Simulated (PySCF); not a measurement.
# Titanium: highly charged ions in a basis for the neutral atom

Ti(19+) [He] 2s1, Ti(20+) 1s2. All numbers are calculated (PySCF 2.14, scalar relativity by spin-free X2C-1e, in cc-pVTZ-DK (7s6p4d2f1g, 68 functions)). No spin-orbit coupling, so a gap to NIST mixes the basis error with missing relativistic terms.

Changed run: basis of the neutral atom used for a highly charged ion. This setting is unsound on purpose.

| species | method | sound run (hartree) | changed run (hartree) | converged |
| --- | --- | --- | --- | --- |
| Ti(19+) | UHF | not run | -525.33606 | yes |
| Ti(19+) | PBE0 | not run | -525.24954 | yes |
| Ti(19+) | PBE | not run | -525.20175 | yes |
| Ti(20+) | UHF | not run | -473.29557 | yes |
| Ti(20+) | PBE0 | not run | -473.15901 | yes |
| Ti(20+) | PBE | not run | -473.09795 | yes |

Ionisation energy of Ti(19+):

```tsv
method	changed run (eV)	NIST (eV)
UHF	1416.1	1425.3
PBE0	1417.5	1425.3
PBE	1417.8	1425.3
```

The contracted functions were made for the neutral atom and can be too rigid for a highly charged ion.
